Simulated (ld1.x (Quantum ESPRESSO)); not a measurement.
**Scattering properties, ultrasoft potential for lead (Pb)**

- Element: lead (Pb)
- Generator: ld1.x (Quantum ESPRESSO) 7.5
- Type: ultrasoft
- Functional: PBE
- Relativity: fully relativistic
- Frozen core: [Xe] 4f14
- Valence charge: 14
- Reference configuration: 5d10 6s2 6p1.5 (charge +0.5)
- Partial waves: 6s (bound): rcut 1.50, rcutus 1.85 bohr; 6s channel at 3.35 Ry: rcut 1.50, rcutus 1.85 bohr; 6p (bound): rcut 1.70, rcutus 2.35 bohr; 6p channel at 0.25 Ry: rcut 1.70, rcutus 2.35 bohr; 5d (bound): rcut 1.40, rcutus 1.55 bohr; 5d channel at -1.35 Ry: rcut 1.40, rcutus 1.55 bohr
- Local potential: all-electron potential smoothed inside 1.00 bohr (lloc = -1)
- Core correction: none
- Augmentation charge: built from norm-conserving waves at rcut, not smoothed further

Open shells are filled in proportion to 2j + 1 (rel_dist='average').

The phase is arctan(r·u′/u) with u = r·R(r), unwrapped; energies in Ry, scanned from -4 to 5 Ry. A pole is an energy at which the radial function vanishes at the test radius. The pseudo phase is shifted by a multiple of π to meet the all-electron one at the reference energy, and phase errors are pseudo minus all-electron; the curves can meet again beyond the range given. Levels narrower than the energy grid can be missing from the lists of poles.

| channel | radius (bohr) | reference energy (Ry) | poles, all-electron | poles, pseudo | unbroken range about the reference energy with phases within 0.05 rad | phase error 1 Ry above the reference energy (rad) |
| --- | --- | --- | --- | --- | --- | --- |
| s | 2.55 | -1.13 | 0.36 | 0.36 | the whole range | -0.000 |
| p1/2 | 2.55 | -0.57 | 1.64 | 1.63 | below 4.1 | -0.000 |
| p3/2 | 2.55 | -0.45 | 2.40 | 2.12, 3.51 | below 2.3 | -0.001 |
| d3/2 | 2.55 | -1.93 | -1.77 | -1.77, 4.95 | the whole range | -0.000 |
| d5/2 | 2.55 | -1.74 | -1.55 | -1.55 | the whole range | -0.000 |

Note: ghost states, extra bound levels that the all-electron valence spectrum of the same l lacks: p1/2 at -415.6 eV, s at -376.9 eV, p3/2 at -180.9 eV. A true bound ghost makes a file unfit for plane-wave use.

Phases in the s channel:

```json
{"E (Ry)": "-4.00", "all-electron": "1.310", "pseudo": "1.310"}
{"E (Ry)": "-3.52", "all-electron": "1.275", "pseudo": "1.275"}
{"E (Ry)": "-3.04", "all-electron": "1.222", "pseudo": "1.222"}
{"E (Ry)": "-2.56", "all-electron": "1.130", "pseudo": "1.129"}
{"E (Ry)": "-2.08", "all-electron": "0.927", "pseudo": "0.926"}
{"E (Ry)": "-1.60", "all-electron": "0.280", "pseudo": "0.280"}
{"E (Ry)": "-1.12", "all-electron": "-0.899", "pseudo": "-0.899"}
{"E (Ry)": "-0.64", "all-electron": "-1.326", "pseudo": "-1.326"}
{"E (Ry)": "-0.16", "all-electron": "-1.482", "pseudo": "-1.482"}
{"E (Ry)": "0.32", "all-electron": "-1.566", "pseudo": "-1.566"}
{"E (Ry)": "0.80", "all-electron": "-1.623", "pseudo": "-1.623"}
{"E (Ry)": "1.28", "all-electron": "-1.670", "pseudo": "-1.670"}
{"E (Ry)": "1.76", "all-electron": "-1.715", "pseudo": "-1.715"}
{"E (Ry)": "2.24", "all-electron": "-1.766", "pseudo": "-1.766"}
{"E (Ry)": "2.72", "all-electron": "-1.832", "pseudo": "-1.831"}
{"E (Ry)": "3.20", "all-electron": "-1.931", "pseudo": "-1.929"}
{"E (Ry)": "3.68", "all-electron": "-2.110", "pseudo": "-2.105"}
{"E (Ry)": "4.16", "all-electron": "-2.526", "pseudo": "-2.509"}
{"E (Ry)": "4.64", "all-electron": "-3.418", "pseudo": "-3.386"}
```
